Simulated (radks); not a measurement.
Task: Numerical settings for the sulfur ion S3+, [Ne] 3s2 3p1. Method: Dirac Kohn-Sham, PBEsol, spin-unpolarised, spherical densities, point nucleus; open shells fill j = l - 1/2 first; computed with a radial shooting solver on a logarithmic mesh with Libxc functionals. The defaults (mesh step 0.008 in ln r, mesh end at 40 bohr or more with all orbitals vanishing there, Anderson mixing 0.5 over 9 steps, residual threshold near 1e-9 with the energy settled to 1e-9 hartree or 1e-11 of itself, here a cap of 85 iterations) give E = -395.9120 hartree and 3p1/2 at -40.310 eV in 14 iterations. Run on one thread of a shared host, so times are rough (Arm Neoverse V1): 0.07 s of CPU time, 0.07 s wall, 14 iterations on 2476 mesh points. One setting is changed at a time: mesh step in ln r 0.02; mesh step in ln r 0.012; mesh step in ln r 0.03; mesh end (bohr) 20; mesh end (bohr) 8; residual threshold 1e-16; residual threshold 1e-05; mixing 0.01; linear mixing, mixing 0.2; linear mixing, mixing 0.05; mixing history 3; iteration cap 5. Which runs fail to converge, and which converge to a wrong energy?

Result: Not converged within the cap: residual threshold 1e-16; linear mixing, mixing 0.2; linear mixing, mixing 0.05; iteration cap 5. No run marked as converged misses the energy by more than 1 mhartree.
